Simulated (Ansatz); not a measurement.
Ansatz (a first-principles code) input (B3LYP-D3(BJ)/def2-TZVP):

Ansatz 0.2 input:
```yaml
crystal:
  periodic: [false, false, false]
  atoms:
    - {symbol: C, position_ang: [-2.38256365, -0.00941317, 0.17512316]}
    - {symbol: C, position_ang: [-1.07179191, 0.39012302, 0.08427846]}
    - {symbol: C, position_ang: [-0.00505865, -0.48402376, -0.00637799]}
    - {symbol: Cl, position_ang: [1.62069297, 0.06296259, -0.11833539]}
    - {symbol: H, position_ang: [-3.18143663, 0.71408958, 0.24397574]}
    - {symbol: H, position_ang: [-2.65390982, -1.05719620, 0.18047044]}
    - {symbol: H, position_ang: [-0.84544331, 1.45115902, 0.08242589]}
    - {symbol: H, position_ang: [-0.11450544, -1.55853309, -0.01331228]}
basis:
  gaussian:
    orbitals: def2-TZVP
hamiltonian:
  xc: b3lyp
  dispersion: d3bj
magnetization: {spin_polarized: true, initial_magnetization: 1}
phonons: {temperatures: {t_min: 298.15, t_max: 298.15, t_step: 100}}
```

Output:

```
Functional definition: B3LYP
integrals: 0.06 GiB planned
979 factors; their error is unknown
mean field: 0.79 GiB planned
mean field evaluation 1: about -15688.1377 eV, gradient 4.6e1 eV
mean field evaluation 2: about -15672.1247 eV, gradient 7.0e1 eV
mean field evaluation 4: about -15698.9592 eV, gradient 8.2e0 eV
mean field evaluation 8: about -15699.3027 eV, gradient 1.2e-1 eV
mean field evaluation 16: about -15699.3247 eV, gradient 7.5e-4 eV
mean field -15699.32472326 eV, -576.9395421953 hartree, gradient 1.6e-5 eV, S^2 0.776802; 0 other end points of the search recorded, 0 dependent functions left out
the calculation of the forces begins
reference -15699.32496828 eV, -576.9395511994 hartree; 20, 19 occupied and 134, 135 virtual orbitals, 979 factors
these checks for a lower state are left out or cut short: stability, starts, cluster_reference, orbital_swaps, neighbouring_geometries, increment
integrals: 0.06 GiB planned
979 factors; their error is unknown
mean field: 0.79 GiB planned
mean field -15699.32446985 eV, -576.9395328826 hartree, gradient 2.2e-6 eV, S^2 0.776621; 0 other end points of the search recorded, 0 dependent functions left out
the calculation of the forces begins
reference -15699.32471492 eV, -576.9395418887 hartree; 20, 19 occupied and 134, 135 virtual orbitals, 979 factors
these checks for a lower state are left out or cut short: stability, starts, cluster_reference, orbital_swaps, neighbouring_geometries, increment
integrals: 0.06 GiB planned
979 factors; their error is unknown
mean field: 0.79 GiB planned
mean field evaluation 32: about -15699.3027 eV, gradient 4.3e-4 eV
mean field -15699.32456767 eV, -576.9395364773 hartree, gradient 2.7e-6 eV, S^2 0.776981; 0 other end points of the search recorded, 0 dependent functions left out
the calculation of the forces begins
reference -15699.32481263 eV, -576.9395454797 hartree; 20, 19 occupied and 134, 135 virtual orbitals, 979 factors
these checks for a lower state are left out or cut short: stability, starts, cluster_reference, orbital_swaps, neighbouring_geometries, increment
integrals: 0.06 GiB planned
979 factors; their error is unknown
mean field: 0.79 GiB planned
mean field -15699.32461515 eV, -576.9395382224 hartree, gradient 3.1e-6 eV, S^2 0.776763; 0 other end points of the search recorded, 0 dependent functions left out
the calculation of the forces begins
reference -15699.32486022 eV, -576.9395472286 hartree; 20, 19 occupied and 134, 135 virtual orbitals, 979 factors
these checks for a lower state are left out or cut short: stability, starts, cluster_reference, orbital_swaps, neighbouring_geometries, increment
integrals: 0.06 GiB planned
979 factors; their error is unknown
mean field: 0.79 GiB planned
mean field -15699.32461174 eV, -576.9395380970 hartree, gradient 2.5e-6 eV, S^2 0.776841; 0 other end points of the search recorded, 0 dependent functions left out
the calculation of the forces begins
reference -15699.32485670 eV, -576.9395470992 hartree; 20, 19 occupied and 134, 135 virtual orbitals, 979 factors
these checks for a lower state are left out or cut short: stability, starts, cluster_reference, orbital_swaps, neighbouring_geometries, increment
integrals: 0.06 GiB planned
979 factors; their error is unknown
mean field: 0.79 GiB planned
mean field -15699.32453063 eV, -576.9395351161 hartree, gradient 2.7e-6 eV, S^2 0.776900; 0 other end points of the search recorded, 0 dependent functions left out
the calculation of the forces begins
reference -15699.32477560 eV, -576.9395441186 hartree; 20, 19 occupied and 134, 135 virtual orbitals, 979 factors
these checks for a lower state are left out or cut short: stability, starts, cluster_reference, orbital_swaps, neighbouring_geometries, increment
integrals: 0.06 GiB planned
[...]
these checks for a lower state are left out or cut short: stability, starts, cluster_reference, orbital_swaps, neighbouring_geometries, increment
integrals: 0.06 GiB planned
979 factors; their error is unknown
mean field: 0.79 GiB planned
mean field evaluation 160: about -15699.3028 eV, gradient 2.3e-4 eV
mean field -15699.32469583 eV, -576.9395411874 hartree, gradient 2.3e-6 eV, S^2 0.776803; 0 other end points of the search recorded, 0 dependent functions left out
the calculation of the forces begins
reference -15699.32494084 eV, -576.9395501914 hartree; 20, 19 occupied and 134, 135 virtual orbitals, 979 factors
these checks for a lower state are left out or cut short: stability, starts, cluster_reference, orbital_swaps, neighbouring_geometries, increment
integrals: 0.06 GiB planned
979 factors; their error is unknown
mean field: 0.79 GiB planned
mean field -15699.32468762 eV, -576.9395408855 hartree, gradient 2.7e-6 eV, S^2 0.776801; 0 other end points of the search recorded, 0 dependent functions left out
the calculation of the forces begins
reference -15699.32493264 eV, -576.9395498898 hartree; 20, 19 occupied and 134, 135 virtual orbitals, 979 factors
these checks for a lower state are left out or cut short: stability, starts, cluster_reference, orbital_swaps, neighbouring_geometries, increment
integrals: 0.06 GiB planned
979 factors; their error is unknown
mean field: 0.79 GiB planned
mean field -15699.32467507 eV, -576.9395404243 hartree, gradient 2.4e-6 eV, S^2 0.776798; 0 other end points of the search recorded, 0 dependent functions left out
the calculation of the forces begins
reference -15699.32492007 eV, -576.9395494280 hartree; 20, 19 occupied and 134, 135 virtual orbitals, 979 factors
these checks for a lower state are left out or cut short: stability, starts, cluster_reference, orbital_swaps, neighbouring_geometries, increment
integrals: 0.06 GiB planned
979 factors; their error is unknown
mean field: 0.79 GiB planned
mean field -15699.32472762 eV, -576.9395423556 hartree, gradient 2.4e-6 eV, S^2 0.776806; 0 other end points of the search recorded, 0 dependent functions left out
the calculation of the forces begins
reference -15699.32497265 eV, -576.9395513603 hartree; 20, 19 occupied and 134, 135 virtual orbitals, 979 factors
these checks for a lower state are left out or cut short: stability, starts, cluster_reference, orbital_swaps, neighbouring_geometries, increment
integrals: 0.06 GiB planned
979 factors; their error is unknown
mean field: 0.79 GiB planned
mean field evaluation 192: about -15699.3247 eV, gradient 2.3e-4 eV
mean field -15699.32466238 eV, -576.9395399580 hartree, gradient 2.4e-6 eV, S^2 0.776798; 0 other end points of the search recorded, 0 dependent functions left out
the calculation of the forces begins
reference -15699.32490736 eV, -576.9395489608 hartree; 20, 19 occupied and 134, 135 virtual orbitals, 979 factors
these checks for a lower state are left out or cut short: stability, starts, cluster_reference, orbital_swaps, neighbouring_geometries, increment
integrals: 0.06 GiB planned
979 factors; their error is unknown
mean field: 0.79 GiB planned
mean field -15699.32467617 eV, -576.9395404646 hartree, gradient 2.4e-6 eV, S^2 0.776805; 0 other end points of the search recorded, 0 dependent functions left out
the calculation of the forces begins
reference -15699.32492122 eV, -576.9395494702 hartree; 20, 19 occupied and 134, 135 virtual orbitals, 979 factors
these checks for a lower state are left out or cut short: stability, starts, cluster_reference, orbital_swaps, neighbouring_geometries, increment
integrals: 0.06 GiB planned
979 factors; their error is unknown
mean field: 0.79 GiB planned
mean field -15699.32469339 eV, -576.9395410978 hartree, gradient 2.5e-6 eV, S^2 0.776803; 0 other end points of the search recorded, 0 dependent functions left out
the calculation of the forces begins
reference -15699.32493843 eV, -576.9395501025 hartree; 20, 19 occupied and 134, 135 virtual orbitals, 979 factors
these checks for a lower state are left out or cut short: stability, starts, cluster_reference, orbital_swaps, neighbouring_geometries, increment
integrals: 0.06 GiB planned
979 factors; their error is unknown
mean field: 0.79 GiB planned
mean field -15699.32470956 eV, -576.9395416918 hartree, gradient 2.5e-6 eV, S^2 0.776801; 0 other end points of the search recorded, 0 dependent functions left out
the calculation of the forces begins
reference -15699.32495456 eV, -576.9395506955 hartree; 20, 19 occupied and 134, 135 virtual orbitals, 979 factors
these checks for a lower state are left out or cut short: stability, starts, cluster_reference, orbital_swaps, neighbouring_geometries, increment
integrals: 0.06 GiB planned
979 factors; their error is unknown
mean field: 0.79 GiB planned
mean field evaluation 224: about -15699.3247 eV, gradient 2.2e-6 eV
mean field -15699.32467932 eV, -576.9395405807 hartree, gradient 2.4e-6 eV, S^2 0.776801; 0 other end points of the search recorded, 0 dependent functions left out
the calculation of the forces begins
reference -15699.32492439 eV, -576.9395495867 hartree; 20, 19 occupied and 134, 135 virtual orbitals, 979 factors
these checks for a lower state are left out or cut short: stability, starts, cluster_reference, orbital_swaps, neighbouring_geometries, increment
integrals: 0.06 GiB planned
979 factors; their error is unknown
mean field: 0.79 GiB planned
mean field -15699.32465550 eV, -576.9395397053 hartree, gradient 2.8e-6 eV, S^2 0.776802; 0 other end points of the search recorded, 0 dependent functions left out
the calculation of the forces begins
reference -15699.32490047 eV, -576.9395487076 hartree; 20, 19 occupied and 134, 135 virtual orbitals, 979 factors
these checks for a lower state are left out or cut short: stability, starts, cluster_reference, orbital_swaps, neighbouring_geometries, increment
integrals: 0.06 GiB planned
979 factors; their error is unknown
mean field: 0.79 GiB planned
mean field -15699.32471794 eV, -576.9395420000 hartree, gradient 2.4e-6 eV, S^2 0.776802; 0 other end points of the search recorded, 0 dependent functions left out
the calculation of the forces begins
reference -15699.32496295 eV, -576.9395510036 hartree; 20, 19 occupied and 134, 135 virtual orbitals, 979 factors
these checks for a lower state are left out or cut short: stability, starts, cluster_reference, orbital_swaps, neighbouring_geometries, increment
integrals: 0.06 GiB planned
979 factors; their error is unknown
mean field: 0.79 GiB planned
mean field -15699.32469279 eV, -576.9395410755 hartree, gradient 2.4e-6 eV, S^2 0.776802; 0 other end points of the search recorded, 0 dependent functions left out
the calculation of the forces begins
reference -15699.32493782 eV, -576.9395500803 hartree; 20, 19 occupied and 134, 135 virtual orbitals, 979 factors
these checks for a lower state are left out or cut short: stability, starts, cluster_reference, orbital_swaps, neighbouring_geometries, increment
integrals: 0.06 GiB planned
979 factors; their error is unknown
mean field: 0.79 GiB planned
mean field -15699.32465264 eV, -576.9395396001 hartree, gradient 2.4e-6 eV, S^2 0.776797; 0 other end points of the search recorded, 0 dependent functions left out
the calculation of the forces begins
reference -15699.32489763 eV, -576.9395486032 hartree; 20, 19 occupied and 134, 135 virtual orbitals, 979 factors
these checks for a lower state are left out or cut short: stability, starts, cluster_reference, orbital_swaps, neighbouring_geometries, increment
integrals: 0.06 GiB planned
979 factors; their error is unknown
mean field: 0.79 GiB planned
mean field evaluation 256: about -15699.3025 eV, gradient 3.1e-1 eV
mean field -15699.32468045 eV, -576.9395406219 hartree, gradient 2.4e-6 eV, S^2 0.776806; 0 other end points of the search recorded, 0 dependent functions left out
the calculation of the forces begins
reference -15699.32492549 eV, -576.9395496271 hartree; 20, 19 occupied and 134, 135 virtual orbitals, 979 factors
Total energy: -15699.59621959 eV, -576.9495195014 hartree
Atom 0 at    -2.382564    -0.009413     0.175123 Å, force     0.000096    -0.000396    -0.000013 eV/Å
Atom 1 at    -1.071792     0.390123     0.084278 Å, force     0.000501     0.001647    -0.000014 eV/Å
Atom 2 at    -0.005059    -0.484024    -0.006378 Å, force     0.000295     0.000643    -0.000013 eV/Å
Atom 3 at     1.620693     0.062963    -0.118335 Å, force    -0.000849    -0.000127     0.000061 eV/Å
Atom 4 at    -3.181437     0.714090     0.243976 Å, force    -0.000100     0.000280     0.000011 eV/Å
Atom 5 at    -2.653910    -1.057196     0.180470 Å, force    -0.000672    -0.000480     0.000043 eV/Å
Atom 6 at    -0.845443     1.451159     0.082426 Å, force     0.000400    -0.001608    -0.000052 eV/Å
Atom 7 at    -0.114505    -1.558533    -0.013312 Å, force     0.000328     0.000040    -0.000024 eV/Å
Dipole moment:    -0.234759    -0.060666     0.016422 e Å
Vibrations: 190.38 266.53 433.97 544.76 681.08 810.30 811.57 989.81 1015.63 1205.80 1274.56 1284.36 1458.12 1523.10 3152.31 3159.01 3208.35 3248.25 cm⁻¹, zero-point energy 1.565789 eV
```

It need not be the lowest isomer of its formula.
